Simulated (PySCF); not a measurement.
Molecule: methylcyclohexane (C1C(C)CCCC1, C₇H₁₄).

Atoms are numbered as in `[CH3:1][CH:2]1[CH2:3][CH2:4][CH2:5][CH2:6][CH2:7]1`. Hydrogens are named by the atom that carries them. Ha(C3), Ha(C4), Ha(C5), Ha(C6), Ha(C7) are cis to C1 on the ring; Hb(C3), Hb(C4), Hb(C5), Hb(C6), Hb(C7) are trans to C1 on the ring.

Geometry PBE0-D3(BJ)/def2-SVP throughout; GIAO in PySCF 2.14, gas phase, one conformer, non-relativistic; equivalent atoms averaged; basis pcSseg-1.

(1) How do the absolute shieldings σ depend on the functional? (a selection of nuclei; ppm; last column core-seconds on shared hosts with different chips, so compare them loosely)

(2) Which nucleus among those listed moves most, in ppm?

Answers

(1) 
```csv
functional,kind,C4/C6,C5,Ha(C4)/Ha(C6),Hb(C5),Hb(C4)/Hb(C6),H(C2),Ha(C5),H(C1),Ha(C3)/Ha(C7),core-s
LDA,LDA,150.0,150.6,29.07,29.17,29.54,29.67,29.72,29.94,30.08,48
BP86,GGA,148.9,149.4,29.57,29.66,30.00,30.15,30.16,30.35,30.48,42
OPBE,GGA,156.1,156.6,29.59,29.68,29.97,30.10,30.12,30.36,30.44,43
KT2,GGA,152.3,152.9,29.43,29.54,29.87,30.04,30.05,30.28,30.39,42
KT3,GGA,151.4,151.9,29.62,29.73,30.02,30.18,30.18,30.44,30.51,62
PBE0,global hybrid,155.5,156.0,29.67,29.74,30.09,30.27,30.23,30.38,30.56,26
B97-2,global hybrid,154.6,155.1,29.78,29.85,30.19,30.36,30.33,30.47,30.64,42
BHandHLYP,global hybrid,155.6,155.9,29.91,29.97,30.32,30.54,30.45,30.54,30.77,42
CAM-B3LYP,range-separated hybrid,153.5,153.8,29.75,29.82,30.17,30.36,30.30,30.42,30.62,59
wB97X-D,range-separated hybrid,156.4,156.8,29.84,29.90,30.26,30.44,30.38,30.48,30.70,55
```

(2) C4/C6 (sp3 CH2 in a ring): from 148.9 ppm with BP86 to 156.4 ppm with wB97X-D. The smallest spread is 0.60 ppm, at H(C1). Proton shifts span only some 12 ppm, so a few tenths of a ppm matter as much there as several ppm in carbon.
